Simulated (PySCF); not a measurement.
HF3Sn (SMILES [F][SnH]([F])[F]), singlet, at a GFN2-xTB geometry (such geometries of metal compounds can be far from the true shape) (core potentials on Sn).

Here is a job for PySCF.
```python
from pyscf import gto, scf, dft
from pyscf.prop import polarizability

mol = gto.Mole()
mol.atom = '''
    Sn   -0.131978   -0.044108    0.223633
    F     1.763395    0.135539    0.408496
    F    -0.302307   -1.401126   -1.113670
    F    -0.620115    1.546643   -0.719829
    H    -0.969851   -0.324129    1.643382
'''
mol.basis = 'def2-svp'
mol.ecp = {'Sn': 'def2-svp'}
mol.charge = 0
mol.spin = 0
mol.verbose = 4
mol.build()

mf = dft.RKS(mol)
mf.xc = 'pbe'
mf.kernel()
alpha = mf.Polarizability().polarizability()[2, 2]
print('alpha_zz =', alpha)
```

Q: Estimate the HOMO energy that PySCF with PBE/def2-SVP, polarisability returns for this input.

A: -8.85 eV

Q: Predict the HOMO-LUMO gap from PBE/def2-SVP, polarisability.

A: 5.87 eV

Q: Estimate the total energy that PBE/def2-SVP, polarisability returns for this input.

A: -513.9629 Eh

Q: Predict the nuclear repulsion energy from PBE/def2-SVP, polarisability.

A: 218.9934 Eh
